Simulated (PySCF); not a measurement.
Level of theory: M06-2X/def2-TZVP // B3LYP-D3(BJ)/def2-TZVP in PySCF. Isolated molecules, 0 K electronic values unless said otherwise. 

Reference species (SMILES): `B` (neutral, multiplicity 1).

| Property | Value |
|---|---|
| HOMO–LUMO gap | 10.25 eV |
| HOMO | -11.25 eV |

Changed species: `NBN` (1 of 3 NH2 replaced by H; the reference has 3 of 3 NH2 replaced by H).

Task: Predict the effect on the HOMO–LUMO gap and HOMO.

Result: the HOMO–LUMO gap drops by 0.33 eV, to 9.92 eV; the HOMO rises by 2.96 eV, to -8.29 eV.
